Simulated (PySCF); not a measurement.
## Zirconium: a sound run and one with changed settings

Sound run: Zr [Kr] 4d2 5s2, Zr⁺ [Kr] 4d2 5s1. Computed with PySCF 2.14 in cc-pVTZ-PP with ECP28MDF, with scalar relativity through the core potential. The sound run starts from symmetry-adapted Hartree-Fock orbitals and uses a fine grid where one is needed.

Changed run: initial guess minao, at most 5 SCF cycles. This setting is unsound on purpose.

| species | method | sound run (hartree) | changed run (hartree) | converged |
| --- | --- | --- | --- | --- |
| Zr | UHF | -46.30548 | -46.30524 | no |
| Zr | MN15 | -46.67059 | -46.67145 | no |
| Zr | r2SCAN | -46.76456 | -46.76815 | no |
| Zr⁺ | UHF | -46.11498 | -46.11494 | no |
| Zr⁺ | MN15 | -46.41847 | -46.41859 | no |
| Zr⁺ | r2SCAN | -46.53953 | -46.53956 | no |

The SCF was stopped early; the energies are upper bounds that still move, and correlated levels were skipped or rest on poor orbitals.
